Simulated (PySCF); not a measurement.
**Field gradients at the hydrogen positions**

Compound: C7H15P.
Structure used (GFN2-xTB), in Å, numbered top down from 1:
```
atom  x, y, z in Å
C1     0.6017    2.4567    1.4791
C2    -0.4330    1.3394    1.4804
P3    -0.5780    0.5300   -0.1945
C4    -1.7915   -0.7960    0.3067
C5    -2.0806   -1.7576   -0.8383
C6     0.9557   -0.4826   -0.1261
C7     1.4782   -1.0886   -1.3977
C8     2.2034    0.0533   -0.7690
H9     0.6199    2.9641    2.4425
H10    0.3674    3.1890    0.7089
H11    1.5947    2.0600    1.2796
H12   -1.4186    1.7469    1.7243
H13   -0.1824    0.5843    2.2321
H14   -2.7132   -0.2880    0.6059
H15   -1.4045   -1.3383    1.1751
H16   -2.4340   -1.2112   -1.7107
H17   -1.1810   -2.3013   -1.1184
H18   -2.8445   -2.4783   -0.5503
H19    1.0777   -1.0629    0.7855
H20    1.9215   -2.0729   -1.3513
H21    0.9367   -0.8967   -2.3127
H22    2.1494    1.0145   -1.2595
H23    3.1503   -0.1368   -0.2845
```

Level: PBE0/pcSseg-1 (PySCF, non-relativistic); Q(2H) = 0.00286 b; rigid geometry, the same for H and D, with no vibrational averaging.

Question: Rank these positions by the coupling χzz of a deuteron there, largest first.
A. H9 (methyl hydrogen)
B. H20 (methylene hydrogen)
C. H13 (methylene hydrogen)

Answer: B (222 kHz), A (211 kHz), C (204 kHz).

Q: What are Vzz, η and χzz (234.96 MHz × Q × Vzz) at all hydrogens?

A: 
| atom | bonded to | bond length (Å) | Vzz (au) | η | χzz (kHz) |
| --- | --- | --- | --- | --- | --- |
| H9 | C1 | 1.089 | 0.3145 | 0.02 | 211 |
| H10 | C1 | 1.088 | 0.3127 | 0.02 | 210 |
| H11 | C1 | 1.088 | 0.3134 | 0.02 | 211 |
| H12 | C2 | 1.094 | 0.3041 | 0.02 | 204 |
| H13 | C2 | 1.094 | 0.3032 | 0.02 | 204 |
| H14 | C4 | 1.094 | 0.3039 | 0.02 | 204 |
| H15 | C4 | 1.095 | 0.3030 | 0.02 | 204 |
| H16 | C5 | 1.088 | 0.3126 | 0.02 | 210 |
| H17 | C5 | 1.088 | 0.3132 | 0.02 | 210 |
| H18 | C5 | 1.089 | 0.3143 | 0.02 | 211 |
| H19 | C6 | 1.087 | 0.3183 | 0.07 | 214 |
| H20 | C7 | 1.081 | 0.3309 | 0.07 | 222 |
| H21 | C7 | 1.080 | 0.3282 | 0.07 | 221 |
| H22 | C8 | 1.080 | 0.3281 | 0.07 | 221 |
| H23 | C8 | 1.080 | 0.3310 | 0.07 | 222 |

Q: How does χzz go with the bond length over the 15 C–H bonds?

A: A straight-line fit has a slope of -12.7 kHz for each 0.01 Å, with a correlation coefficient of -0.99, over lengths from 1.080 to 1.095 Å. The longer bonds have the smaller couplings here.

Geometry: GFN2-xTB, one conformer, isolated molecule. GFN2-xTB bond lengths can be off by several hundredths of an ångström, more for odd bonds, and the gradients follow them. A larger basis could move these couplings by a tenth or more.
